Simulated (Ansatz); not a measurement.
All values below come from frozen-core CCSD(T)/def2-TZVPP // B3LYP-D3(BJ)/def2-TZVP run with Ansatz (a program for electronic structure). The geometry is that of the parent before the electron was removed.

Ansatz 0.2 input:
```yaml
crystal:
  periodic: [false, false, false]
  atoms:
    - { symbol: C, position_ang: [-1.544967, -0.350267, -0.004185] }
    - { symbol: C, position_ang: [-0.530451, 0.435634, 0.339537] }
    - { symbol: Ge, position_ang: [1.321503, 0.065828, -0.139826] }
    - { symbol: H, position_ang: [-1.400812, -1.257978, -0.580587] }
    - { symbol: H, position_ang: [-2.568564, -0.122149, 0.275316] }
    - { symbol: H, position_ang: [-0.734256, 1.332736, 0.917622] }
    - { symbol: H, position_ang: [1.900056, 1.215769, -0.986003] }
    - { symbol: H, position_ang: [2.188543, -0.07643, 1.125516] }
    - { symbol: H, position_ang: [1.368948, -1.243144, -0.947389] }
basis:
  gaussian: { orbitals: def2-TZVPP }
correlation:
  method: ccsd_t
total_charge: 1
magnetization:
  spin_polarized: true
  initial_magnetization: 1
```

Output:

```
Functional definition: HF
1156 factors; integrals over basis functions are off by at most 8.0e-4 eV
mean field evaluation 1: about -58612.8764 eV, gradient 3.1e1 eV
mean field evaluation 2: about -58612.8831 eV, gradient 3.1e1 eV
mean field evaluation 4: about -58619.7237 eV, gradient 4.6e0 eV
mean field evaluation 8: about -58620.6058 eV, gradient 7.0e-1 eV
mean field evaluation 16: about -58616.6436 eV, gradient 2.4e1 eV
mean field evaluation 32: about -58614.0668 eV, gradient 9.6e0 eV
mean field evaluation 64: about -58619.1144 eV, gradient 6.0e-3 eV
mean field evaluation 96: about -58618.1523 eV, gradient 1.0e0 eV
mean field -58620.62265380 eV, -2154.2681480419 hartree, gradient 3.7e-6 eV, S^2 0.755851; 5 other end points of the search recorded, 0 dependent functions left out
determinant -58620.62265380 eV, -2154.2681480419 hartree, with singles and doubles -58636.39641151 eV, -2154.8478229461 hartree
determinant -58619.11435266 eV, -2154.2127189975 hartree, with singles and doubles -58635.48723852 eV, -2154.8144114550 hartree
11 core orbitals not correlated
reference -58620.62265380 eV, -2154.2681480419 hartree; 14, 13 occupied and 169, 170 virtual orbitals, 1156 factors
second order -14.40893859 eV of doubles, -0.00000000 eV of singles
cycle   1  -15.53945548 eV  change    -1.1e0 eV  update   2.7e-2
cycle   2  -15.56951676 eV  change   -3.0e-2 eV  update   9.4e-3
cycle   3  -15.57360370 eV  change   -4.1e-3 eV  update   5.8e-3
cycle   4  -15.57799825 eV  change   -4.4e-3 eV  update   4.4e-3
cycle   5  -15.58190202 eV  change   -3.9e-3 eV  update   2.6e-3
cycle   6  -15.58355288 eV  change   -1.7e-3 eV  update   1.3e-3
cycle   7  -15.58411923 eV  change   -5.7e-4 eV  update   2.7e-4
cycle   8  -15.58405568 eV  change    6.4e-5 eV  update   1.1e-4
cycle   9  -15.58404475 eV  change    1.1e-5 eV  update   5.0e-5
cycle  10  -15.58403302 eV  change    1.2e-5 eV  update   1.9e-5
perturbative correction -0.54429880 eV, -0.0200026119 hartree
Total energy: -58636.75098562 eV, -2154.8608533041 hartree
```

Cost: very roughly 9 core-minutes.
